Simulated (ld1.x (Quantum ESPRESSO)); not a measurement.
u(r) = r·R(r): atom against pseudo-atom (nickel (Ni))

Columns: radius, all-electron u(r) and pseudo u(r) of the 4s shell (level -5.68 eV) of nickel in the configuration [Ne] 3s2 3p6 3d8 4s2 4p0; Wu–Cohen, scalar-relativistic, PAW scheme, ld1.x (Quantum ESPRESSO) 7.5.

| r (bohr) | all-electron | pseudo |
| --- | --- | --- |
| 0.135 | -0.1517 | -0.0743 |
| 0.270 | -0.0423 | -0.1475 |
| 0.405 | 0.1883 | -0.2185 |
| 0.540 | 0.2773 | -0.2861 |
| 0.675 | 0.2318 | -0.3495 |
| 0.810 | 0.1139 | -0.4079 |
| 0.945 | -0.0285 | -0.4607 |
| 1.080 | -0.1682 | -0.5074 |
| 1.215 | -0.2923 | -0.5477 |
| 1.350 | -0.3960 | -0.5814 |
| 1.485 | -0.4788 | -0.6087 |
| 1.620 | -0.5422 | -0.6297 |
| 1.755 | -0.5884 | -0.6446 |
| 1.890 | -0.6198 | -0.6539 |
| 2.025 | -0.6389 | -0.6579 |
| 2.160 | -0.6477 | -0.6571 |
| 2.295 | -0.6480 | -0.6518 |
| 2.430 | -0.6414 | -0.6425 |
| 2.565 | -0.6294 | -0.6295 |
| 2.700 | -0.6130 | -0.6130 |
| 2.835 | -0.5932 | -0.5932 |
| 2.970 | -0.5709 | -0.5709 |
| 3.105 | -0.5468 | -0.5468 |
| 3.240 | -0.5215 | -0.5215 |
| 3.375 | -0.4954 | -0.4954 |
| 3.510 | -0.4689 | -0.4689 |

**Question.** How many radial nodes do the two functions have?

**Answer.** The all-electron 4s function has n − l − 1 = 3 (the table is too coarse to show those close to the nucleus); the pseudo-wave has 0, since the states of the same l below it are removed with the core.

**Question.** At about which radius was the pseudo-wave matched?

**Answer.** 2.70 bohr. The columns agree to 0.0005 from 2.56 bohr on; several derivatives are matched, so the curves merge somewhat inside the radius.

**Question.** Is the pseudo-wave norm-conserving?

**Answer.** No, it belongs to a PAW set: the norm inside the radius is not constrained, and the difference is carried by the augmentation charge.
